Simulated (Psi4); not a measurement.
singlet silylene (H2Si), singlet, at a GFN2-xTB geometry; Psi4 with HF/6-311++G**.

Input for Psi4:
```
memory 2 GB

molecule mol {
0 1
  Si   -0.006668   -0.002780    0.122759
  H     0.047787    1.131724   -0.834069
  H     0.045568   -1.092808   -0.884561
}

set basis 6-311++g**
set reference rhf
set s_orthogonalization symmetric

energy('scf')
print_variables()
```

The log (banner, timings and long lists left out):

```
   => Loading Basis Set <=

    Name: 6-311++G**
    Role: ORBITAL
    Keyword: BASIS

         ---------------------------------------------------------
                                   SCF
               by Justin Turney, Rob Parrish, Andy Simmonett
                          and Daniel G. A. Smith
                              RHF Reference
         ---------------------------------------------------------

  ==> Geometry <==

    Molecular point group: cs
    Full point group: Cs

    Geometry (in Angstrom), charge = 0, multiplicity = 1:

       Center              X                  Y                   Z               Mass
    ------------   -----------------  -----------------  -----------------  -----------------
         SI          -0.066097546575    -0.001494507717     0.000000000000    27.976926534650
         H            0.892275444918     1.133012303105     0.000000000000     1.007825032230
         H            0.942573011420    -1.091525208346     0.000000000000     1.007825032230

  Running in cs symmetry.

  Rotational constants: A =      9.26414  B =      6.75678  C =      3.90713 [cm^-1]
  Rotational constants: A = 277731.98972  B = 202563.23315  C = 117132.72818 [MHz]
  Nuclear repulsion =   10.214761491770224

  Charge       = 0
  Multiplicity = 1
  Electrons    = 16
  Nalpha       = 8
  Nbeta        = 8

  ==> Algorithm <==

  SCF Algorithm Type is DF.
  DIIS enabled.
  MOM disabled.
  Fractional occupation disabled.
  Guess Type is SAD.
  Energy threshold   = 1.00e-06
  Density threshold  = 1.00e-06
  Integral threshold = 1.00e-12

  ==> Primary Basis <==

  Basis Set: 6-311++G**
    Blend: 6-311++G**
    Number of shells: 24
    Number of basis functions: 44
    Number of Cartesian functions: 45
    Spherical Harmonics?: true
    Max angular momentum: 2

   => Loading Basis Set <=

    Name: (6-311++G** AUX)
    Role: JKFIT
    Keyword: DF_BASIS_SCF

  ==> Integral Setup <==

  SCF_SUBTYPE=INCORE selected. In-core MEM_DF algorithm will be used.
  Using in-core AOs.

  ==> MemDFJK: Density-Fitted J/K Matrices <==

    J tasked:                   Yes
    K tasked:                   Yes
    wK tasked:                   No
    Algorithm:                 Core
    Schwarz Cutoff:           1E-12
    Mask sparsity (%):       0.0000
    Fitting Condition:        1E-10

   => Auxiliary Basis Set <=

  Basis Set: (6-311++G** AUX)
    Blend: AUG-CC-PVTZ-JKFIT
    Number of shells: 70
    Number of basis functions: 238
    Number of Cartesian functions: 290
    Spherical Harmonics?: true
    Max angular momentum: 4

    Using symmetric orthogonalization.
  Minimum eigenvalue in the overlap matrix is 2.5498952954E-03.
  Reciprocal condition number of the overlap matrix is 4.2111381529E-04.

  ==> Pre-Iterations <==

  SCF Guess: Superposition of Atomic Densities via on-the-fly atomic UHF (no occupation information).

   -------------------------
    Irrep   Nso     Nmo
   -------------------------
     A'        34      34
     A"        10      10
   -------------------------
    Total      44      44
   -------------------------

  ==> Iterations <==

                           Total Energy        Delta E     RMS |[F,P]|

   @DF-RHF iter SAD:  -289.45796307636130   -2.89458e+02   0.00000e+00
   @DF-RHF iter   1:  -290.01280413773412   -5.54841e-01   4.56574e-03 ADIIS/DIIS
   @DF-RHF iter   2:  -290.02199643776441   -9.19230e-03   1.24666e-03 ADIIS/DIIS
   @DF-RHF iter   3:  -290.02276421156256   -7.67774e-04   2.82512e-04 ADIIS/DIIS
   @DF-RHF iter   4:  -290.02294012647150   -1.75915e-04   3.60636e-05 DIIS
   @DF-RHF iter   5:  -290.02294370200610   -3.57553e-06   6.78800e-06 DIIS
   @DF-RHF iter   6:  -290.02294384902808   -1.47022e-07   1.28202e-06 DIIS
   @DF-RHF iter   7:  -290.02294385459669   -5.56861e-09   1.77941e-07 DIIS
  Energy and wave function converged.

  ==> Post-Iterations <==

    Orbital Energies [Eh]
    ---------------------

    Doubly Occupied:

       1Ap   -68.797311     2Ap    -6.142322     1App   -4.245968
       3Ap    -4.244633     4Ap    -4.243876     5Ap    -0.682654
       6Ap    -0.474029     7Ap    -0.330234

    Virtual:

       2App   -0.001996     8Ap     0.061294     9Ap     0.077011
      10Ap     0.087462    11Ap     0.098489     3App    0.101100
      12Ap     0.116147    13Ap     0.197027    14Ap     0.238917
      15Ap     0.378239    16Ap     0.383566     4App    0.400211
      17Ap     0.522766    18Ap     0.587323    19Ap     0.695249
      20Ap     0.765679     5App    0.774245     6App    0.788302
      21Ap     0.966017    22Ap     1.099974    23Ap     1.428861
      24Ap     1.434208     7App    1.443274    25Ap     1.635844
       8App    1.675301     9App    1.750510    26Ap     1.860104
      27Ap     2.259549    28Ap     2.396336    29Ap     2.938761
      30Ap     2.966992    31Ap     6.009129    10App   12.161003
      32Ap    12.247829    33Ap    12.275385    34Ap   143.779367

    Final Occupation by Irrep:
             Ap   App
    DOCC [     7,    1 ]
    NA   [     7,    1 ]
    NB   [     7,    1 ]

  @DF-RHF Final Energy:  -290.02294385459669

   => Energetics <=

    Nuclear Repulsion Energy =             10.2147614917702239
    One-Electron Energy =                -422.1533607629933158
    Two-Electron Energy =                 121.9156554166264073
    Total Energy =                       -290.0229438545966900

Computation Completed

Properties will be evaluated at   0.000000,   0.000000,   0.000000 [a0]

Properties computed using the SCF density matrix

 Multipole Moments:

 ------------------------------------------------------------------------------------
     Multipole            Electronic (a.u.)      Nuclear  (a.u.)        Total (a.u.)
 ------------------------------------------------------------------------------------

 L = 1.  Multiply by 2.5417464519 to convert [e a0] to [Debye]
 Dipole X            :         -1.4743503            1.7186734            0.2443231
 Dipole Y            :         -0.0333364            0.0388603            0.0055239
 Dipole Z            :          0.0000000            0.0000000            0.0000000
 Magnitude           :                                                    0.2443855

 ------------------------------------------------------------------------------------

  Variable Map:
  ----------------------------------------------------------------------------
  "CURRENT ENERGY"           =>    -290.022943854597
  "CURRENT REFERENCE ENERGY" =>    -290.022943854597
  "DD SOLVATION ENERGY"      =>       0.000000000000
  "HF KINETIC ENERGY"        =>     290.033909473367
  "HF POTENTIAL ENERGY"      =>    -580.056853327964
  "HF TOTAL ENERGY"          =>    -290.022943854597
  "HF VIRIAL RATIO"          =>       1.999962191942
  "NUCLEAR REPULSION ENERGY" =>      10.214761491770
  "ONE-ELECTRON ENERGY"      =>    -422.153360762993
  "PCM POLARIZATION ENERGY"  =>       0.000000000000
  "PE ENERGY"                =>       0.000000000000
  "SCF ITERATION ENERGY"     =>    -290.022943854597
  "SCF ITERATIONS"           =>       7.000000000000
  "SCF TOTAL ENERGY"         =>    -290.022943854597
  "TWO-ELECTRON ENERGY"      =>     121.915655416626

  Array Variable Map:
  ----------------------------------------------------------------------------
  "CURRENT DIPOLE"           =>       0.244323082856 ... 0.000000000000 1 by 3
  "SCF DIPOLE"               =>       0.244323082856 ... 0.000000000000 1 by 3
  "SCF TOTAL ENERGIES"       =>    -289.457963076361 ... -290.022943854597 1 by 8
```
